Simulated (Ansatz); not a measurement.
`BB(F)OC` + `O[SiH3]` → `COB(F)O[SiH3]` + BH₃ at 600 K and 1 bar (cleavage of the B–B bond).

Isolated molecules relaxed with PBE0-D4/def2-TZVP in Ansatz; ΔE leaves out vibrations. CCSD(T)/CBS adds triple-zeta CCSD(T) − MP2 to the extrapolated MP2 energy (def2 sets, frozen cores). This one scheme is used for every species. Each species was taken in one conformer, which may not be the lowest.

| species | CCSD(T)/CBS energy (Eh) | H − E (kJ/mol) | S (J/(mol·K)) |
| --- | --- | --- | --- |
| `BB(F)OC` | -265.67389 | 239.7 | 420.2 |
| `O[SiH3]` | -366.69042 | 135.7 | 307.9 |
| `COB(F)O[SiH3]` | -605.86989 | 281.0 | 486.6 |
| BH₃ | -26.55200 | 91.5 | 217.3 |

H − E and S are ideal-gas, rigid-rotor, harmonic terms from PBE0-D4/def2-TZVP, for one conformer and one mirror image of each species. 1 Eh = 2625.50 kJ/mol, R = 8.31446 J/(mol·K).

Q: By hand: ΔE, ΔH, ΔS and ΔG.

A: ΔE = (-605.86989) + (-26.55200) − (-265.67389) − (-366.69042) = -0.05758 Eh = -151.2 kJ/mol. Δ(H − E) = 281.0 + 91.5 − 239.7 − 135.7 = -2.9, so ΔH = -154.1 kJ/mol. ΔS = 486.6 + 217.3 − 420.2 − 307.9 = -24.2 J/(mol·K). ΔG = -154.1 − 600 × (-24.2)/1000 = -139.6 kJ/mol.

Q: By hand: the equilibrium constant, and the temperature at which ΔG would vanish if ΔH and ΔS stayed fixed.

A: log₁₀ K = −ΔG/(RT ln 10) = 12.2. ΔG = 0 at ΔH/ΔS = 6368 K, far beyond where these terms or the molecules hold.

ΔH outweighs TΔS. A doubt of 5 kJ/mol in ΔE shifts log₁₀ K by 0.4 here. Other conformers and mirror images would add mixing entropy, several J/(mol·K) or more a flexible species. Modes under 60 cm⁻¹, often nearly free rotors, make the harmonic entropy too high. These are equilibria of isolated gas molecules and say nothing of rates. Largest T1 diagnostic: 0.013 (customary marks: 0.02 for closed shells, 0.045 for open ones).
